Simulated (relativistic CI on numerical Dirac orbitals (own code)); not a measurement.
V²⁺ in a cubic cluster: 3s photoemission with charge transfer

Computed with a charge-transfer multiplet model of a cubic metal-ligand cluster with up to 2 ligand holes, Slater and spin-orbit integrals from Dirac-Coulomb-Breit ions, Slater integrals scaled by 0.7. The ground state mixes d3 with configurations of k ligand holes L, whose averages lie at kΔ + k(k − 1)U_dd/2; a core hole lowers each added d electron by U_cd. 300 K, Lorentzian 1.4 eV and Gaussian 0.8 eV FWHM.

Atomic integrals in eV (Slater integrals scaled, ζ unscaled), ground: F2dd 6.242, F4dd 3.880, zeta_d 0.019; with the core hole: F2dd 7.136, F4dd 4.475, zeta_d 0.026, G2cd 7.352.

Cluster parameters (eV): Δ = 4.9, U_cd = 4.8, 10Dq = 0.75, 10Dq(ligand) = 0.3, V(eg) = 2, V(t2g) = -0.9, final-state hopping factor = 0.9.

| Case | n_d | d3 | d4L | d5L2 | S |
| --- | --- | --- | --- | --- | --- |
| U_dd = 4.2 eV | 3.37 | 0.66 | 0.31 | 0.03 | 1.50 |
| U_dd = 4.9 eV | 3.37 | 0.66 | 0.31 | 0.03 | 1.50 |
| U_dd = 5.6 eV | 3.36 | 0.67 | 0.31 | 0.03 | 1.50 |

Weights, n_d and S are thermal averages at 300 K. Binding energies count from the first peak over 30 % of the highest in each spectrum, which can be another peak from case to case. The parameters are a model scan and need not match a compound or its usual spin state. Peaks in eV (height, largest 100):
- U_dd = 4.2 eV: 0.0 (100), 6.8 (55), 12.9 (10)
- U_dd = 4.9 eV: 0.0 (100), 6.8 (53), 13.0 (10)
- U_dd = 5.6 eV: 0.0 (100), 6.7 (52), 13.1 (9)

Curve for U_dd = 4.2 eV (points under 2 left out, the grid thinned):

E (eV), Intensity and a bar:
```
     -3.6        5.1 #
     -3.2        6.3 #
     -2.7        8.7 ##
     -2.3       11.7 ###
     -1.9       16.6 ####
     -1.4       28.5 ########
     -1.0       46.7 ##############
     -0.6       74.4 ######################
     -0.1       99.9 ##############################
      0.3       88.9 ###########################
      0.7       61.1 ##################
      1.2       34.1 ##########
      1.6       23.1 ######
      2.0       17.7 #####
      2.4       15.5 ####
      2.9       16.1 ####
      3.3       19.8 #####
      3.7       26.2 #######
      4.2       34.7 ##########
      4.6       38.8 ###########
      5.0       41.6 ############
      5.5       44.7 #############
      5.9       46.9 ##############
      6.3       50.5 ###############
      6.8       54.9 ################
      7.2       50.1 ###############
      7.6       38.4 ###########
      8.1       24.7 #######
      8.5       17.0 #####
      8.9       12.0 ###
      9.4        8.4 ##
      9.8        6.7 #
     10.2        5.7 #
     10.6        5.1 #
     11.1        5.0 #
     11.5        5.4 #
     11.9        6.4 #
     12.4        8.8 ##
     12.8       10.3 ###
     13.2        9.6 ##
     13.7        6.9 #
     14.1        5.0 #
     14.5        3.6 
     15.0        2.6 
     15.4        2.0
```

For the case U_dd = 4.2 eV, Δ = 4.9 eV is larger than U_dd = 4.2 eV, the Mott-Hubbard side of the Zaanen-Sawatzky-Allen scheme. With the core hole the average of the configuration with one ligand hole lies at Δ − U_cd = 0.1 eV before mixing: the effective hopping of about 3.7 eV (from the holes of the mixed ground state) is comparable with this gap or larger, so the configurations mix strongly.

Without intra-shell correlation the exchange splitting of the 3s hole comes out too large.
